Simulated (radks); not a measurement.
Values are calculated unless marked as measured or tabulated.
Initial-state core-level shifts of neutral indium when its valence configuration changes from [Kr] 4d10 5s2 5p1. Code: a radial shooting solver on a logarithmic mesh with Libxc functionals. Model: Dirac Kohn-Sham, PBE, spin-unpolarised, spherical densities, finite nucleus; open shells fill j = l - 1/2 first; Fermi nuclear charge, rms radius 4.6156 fm. Shifts are changes of the shell-averaged eigenvalues in eV (positive: less bound); the change of the density at the nucleus, which sets a Mossbauer isomer shift, is in e/bohr^3, on a base of 1.748e+05.

valence,2s,3s,3d,4p,density at nucleus
4d9.5 5s2 5p1.5,-3.655,-3.575,-3.595,-3.131,+8.29
4d10 5s1.5 5p1.5,-0.772,-0.782,-0.780,-0.791,-13.46
4d9 5s2 5p2,-7.366,-7.188,-7.231,-6.235,+16.85
4d10 5s1 5p2,-1.503,-1.523,-1.519,-1.540,-27.69
4d10 5p3,-3.081,-3.122,-3.113,-3.158,-58.57
4d9 5s1.5 5p2.5,-8.160,-7.990,-8.031,-7.036,+0.61
4d8 5s2 5p3,-15.226,-14.793,-14.892,-12.631,+34.69
4d7 5s2 5p4,-23.384,-22.613,-22.782,-18.990,+53.47
